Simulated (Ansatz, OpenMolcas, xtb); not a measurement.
**How methods differ on InCNClF (SMILES N#[C][In]([F])[Cl])**

The species is InCNClF (5 atoms), meant as a singlet with charge 0. As SMILES, `N#[C][In]([F])[Cl]`. The shape is that of a PBE0-D4/def2-TZVP optimisation.

Each level gives the vertical energy of the triplet above the singlet (eV). The values are calculated.

| level | kind | program | value (eV) | CPU time (all runs) |
| --- | --- | --- | --- | --- |
| GFN1-xTB | semi-empirical | xtb | 5.26 | under 2 s |
| HF/def2-SVP (core potential) | Hartree–Fock | Ansatz | 4.90 | 87 s |
| SVWN5/def2-SVP (core potential) | LDA | OpenMolcas | 4.90 | 48 s |
| revPBE/def2-SVP (core potential) | GGA | Ansatz | 4.97 | 2.2 min |
| TPSS/def2-SVP (core potential) | meta-GGA | OpenMolcas | 5.08 | 95 s |
| BHLYP/def2-SVP (core potential) | global hybrid | Ansatz | 5.83 | 95 s |
| CAM-B3LYP/def2-SVP (core potential) | range-separated hybrid | Ansatz | 5.74 | 1.9 min |
| B2PLYP/def2-SVP (core potential) | double hybrid | Ansatz | 5.91 | 2.2 min |
| MP2/def2-SVP (core potential) | perturbation theory | Ansatz | 6.71 | 91 s |

Spin-orbit coupling, which can split open shells on such heavy atoms by tenths of an eV, is left out. The values span 4.90 to 6.71 eV. The xTB rows lack spin polarisation, so open shells miss the exchange term that lowers them. In the correlated wave-function rows the outer d shell of In is correlated, in sets not made for it. CPU times are rough (shared hosts, several kinds of processor): they show what a rung costs within a factor of a few.
